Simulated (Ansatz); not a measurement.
This geometry of CH5B2O (9 atoms, charge 1, multiplicity 1) is a first-order saddle point.

These are results of Ansatz, RKS B3LYP/STO-3G, not measurements.

```xyz
9
Properties=species:S:1:pos:R:3
B -0.817 1.215 -1.185
B 0.007 0.082 -0.213
C 0.509 -1.274 0.370
O 0.767 0.102 1.035
H -0.887 2.334 -0.834
H -1.308 0.856 -2.190
H -0.181 -1.933 0.939
H 1.485 -1.736 0.111
H 0.423 0.355 1.966
```

Problem. Which two structures does it join? (They come from a converged band through this point; their orientation in space is the band's.)

Solution. No bond is made or broken. The dihedral H5–B1–B2–O4 goes from 88 to -93°. The two ends are copies of one structure, up to a mirror image or an exchange of like atoms.

Image 0:

```xyz
9
Properties=species:S:1:pos:R:3
B -0.814 1.199 -1.130
B 0.014 0.163 -0.159
C 0.774 -1.115 0.289
O 0.417 0.036 1.267
H -0.244 2.095 -1.644
H -1.965 1.042 -1.331
H 0.234 -2.065 0.487
H 1.880 -1.204 0.235
H -0.295 -0.151 1.985
```

Image 6:

```xyz
9
Properties=species:S:1:pos:R:3
B -0.814 1.199 -1.129
B 0.013 0.162 -0.159
C 0.773 -1.116 0.290
O 0.419 0.037 1.267
H -1.967 1.044 -1.328
H -0.244 2.093 -1.647
H 0.232 -2.065 0.488
H 1.879 -1.206 0.234
H -0.292 -0.149 1.985
```

Problem. How far does it lie above each of them?

Solution. 36.2 kJ/mol above the first and 36.2 kJ/mol above the second. This is the barrier of this one path; another mechanism may lie lower. Limits of this set-up: minimal basis.

Time of the run: 74 s on 1 thread of AMD EPYC (Zen 3), with other jobs on the host, peak memory 0.094 GiB.
